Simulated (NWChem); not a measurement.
Species: NH$_{2}$SeF; SMILES N[Se]F

```xyz
5

Se     0.4010     0.0147     0.0000
F     -0.6402    -1.4426     0.0000
N     -0.7576     1.3481     0.0000
H     -1.2846     1.5240     0.8503
H     -1.2846     1.5240    -0.8503
```
Atoms are numbered in this order, from 1.

Geometry: optimised at PBE0/def2-SVP.

Symmetry labels are those of Cs in the frame above (b1 and b2, or b-type labels, depend on it).

Problem. List the 4 lowest vertical singlet excitations from CAM-B3LYP/def2-SVPD, TDA (NWChem).

Solution. 
```
state  energy (eV)  oscillator strength  symmetry  leading excitation (squared amplitude)
-----  -----------  -------------------  --------  --------------------------------------
S1            3.77                0.001        a"                      HOMO → LUMO (0.96)
S2            5.22                0.005        a"                    HOMO → LUMO+1 (0.90)
S3            6.28                0.073        a"                    HOMO → LUMO+2 (0.95)
S4            7.05                0.089        a'                    HOMO−1 → LUMO (0.57)
```
